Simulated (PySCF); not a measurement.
Numbering as in the mapped SMILES `[CH3:1][O:2][C:3]1=[CH:4][Si@H:5]([F:6])[CH2:7][O:8]1`. Each H is labelled by its parent atom. Ha(C7) is cis to F6 on the ring; Hb(C7) is trans to F6 on the ring.

All values are calculated (PySCF): GFN2-xTB geometry, shielding tensors at PBE0/pcSseg-1 (GIAO). No solvent, averaged over atoms made equivalent by symmetry, fast rotation or ring inversion, relativity neglected, a single conformation.

**Question.** List the cross peaks expected in HSQC, COSY and HMBC spectra.

**Answer.** 

HSQC (one-bond C–H):
| δH | δC |
| --- | --- |
| 4.09 (Ha(C7)) | 64.0 (C7) |
| 3.93 (Hb(C7)) | 64.0 (C7) |
| 3.86 (H(C4)) | 64.0 (C4) |
| 3.82 (H(C1)) | 55.3 (C1) |

COSY cross peaks (H two or three bonds apart, from the bond graph; peaks can be absent where the dihedral angle is near 90°):
| δH | δH |
| --- | --- |
| 5.81 (H(Si5)) | 4.09 (Ha(C7)) |
| 5.81 (H(Si5)) | 3.93 (Hb(C7)) |
| 5.81 (H(Si5)) | 3.86 (H(C4)) |
| 4.09 (Ha(C7)) | 3.93 (Hb(C7)) |

HMBC (two and three bonds, from the bond graph):
| δH | δC |
| --- | --- |
| 5.81 (H(Si5)) | 186.9 (C3), 64.0 (C4), 64.0 (C7) |
| 4.09 (Ha(C7)) | 186.9 (C3), 64.0 (C4) |
| 3.93 (Hb(C7)) | 186.9 (C3), 64.0 (C4) |
| 3.86 (H(C4)) | 186.9 (C3), 64.0 (C7) |
| 3.82 (H(C1)) | 186.9 (C3) |

References, each an isolated molecule treated in the same way: TMS for ¹H and ¹³C.

Shifts are as computed. Against solution values, carbons near 30 ppm lie about +3 ppm off and those near 130 ppm about +5 ppm. Of 1211 compounds with measured shifts, 218 miss one by over three times the rms of a fit or turn the order of signals round; such compounds aren't used in these exercises.
